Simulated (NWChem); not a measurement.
System: N₂H₃, doublet; SMILES [NH]N

Here is an NWChem input.

```
start job
memory heap 200 mb stack 900 mb global 1100 mb
geometry units angstroms noautoz
  N     -0.117564    -0.749411     0.004382
  N     -0.014151     0.582869    -0.062414
  H      0.836710    -1.109910    -0.044328
  H      0.833011     1.052962     0.228809
  H     -0.865213     1.070476     0.167715
end
basis spherical
  * library 6-31g*
end
dft
  odft
  mult 2
  xc b3lyp
  iterations 150
  mulliken
end
task dft energy
```

Structure relaxed at the PBE0-D3(BJ)/def2-TZVP, spin-unrestricted level. No stability test was run on the SCF state. B3LYP is NWChem's, with the RPA form of VWN correlation.

**Question.** What results follow from this input? (B3LYP/6-31G* (spherical d), spin-unrestricted.) Quantities: energy (Ha); highest occupied level (eV); lowest empty minus highest occupied level, either spin (eV); dipole (D); <S²>.

**Answer.** 
| Property | Result |
|---|---|
| energy (Ha) | -111.22 |
| highest occupied level (eV) | -4.67 |
| lowest empty minus highest occupied level, either spin (eV) | 4.24 |
| dipole (D) | 2.67 |
| <S²> | 0.753 |
